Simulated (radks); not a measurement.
Values are calculated unless marked as measured or tabulated.
The mean radii <r> (bohr) of the occupied orbitals of an atom or ion are listed with their occupations. Level of theory: non-relativistic Kohn-Sham, LB94 model potential, spin-polarised, spherical densities, point nucleus (a radial shooting solver on a logarithmic mesh with Libxc functionals).

orbital  occ.      <r>
1s          2  0.02921
2s          2   0.1244
2p          6   0.1060
3s          2   0.3062
3p          6   0.2923

Name the element and its charge. Open shells, if any, are filled with parallel spins first.

Answer. Z = 52, tellurium, charge +34: Te34+ in [Ar]. The 1s radius gives Z: for a bare nucleus <r> = 1.5/Z, 0.02885 bohr for Z = 52, and screening makes it slightly larger (0.02921 here). The occupations add up to 18, and the charge is Z minus that.
